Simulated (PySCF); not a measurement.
Gas-phase reaction: 2 SnCl3 + F2 ⇌ 2 SnCl2 + 2 ClF

Computed with PySCF (xtb for GFN2) and rigid-rotor harmonic-oscillator thermochemistry at 1 bar. † marks an energy on the PBE0/def2-TZVP geometry and frequencies; other levels use their own. MP2 and CCSD(T) freeze the core. Open shells (unrestricted): SnCl3 (multiplicity 2); the rest are closed-shell singlets. GFN2 has no spin-polarisation term. Sn: scalar-relativistic def2 core potential, no spin-orbit coupling. SnCl3: computed as isolated molecules; such fragments, hydroxides, amides, oligomers or adducts are transient or little studied in the gas. MP2 isn't extrapolated to the basis-set limit. CCSD(T) isn't extrapolated to the basis-set limit.

```
level               ΔH°(298 K), kJ
------------------  --------------
CCSD(T)/def2-SVP†       (withheld)
GFN2-xTB                (withheld)
HF/def2-TZVP†                   45
MP2/def2-SVP†                   72
PBE/def2-SVP                    40
PBE0/def2-SVP†                  50
PBE0/def2-TZVP          (withheld)
LDA/def2-TZVP†          (withheld)
ωB97M-V/def2-TZVP†               1
ωB97X-V/def2-TZVP†               9
```

### Question
Some entries are withheld; supply them.

### Answer

- CCSD(T)/def2-SVP†, ΔH°(298 K), kJ: 52
- GFN2-xTB, ΔH°(298 K), kJ: -115
- PBE0/def2-TZVP, ΔH°(298 K), kJ: 12
- LDA/def2-TZVP†, ΔH°(298 K), kJ: 4
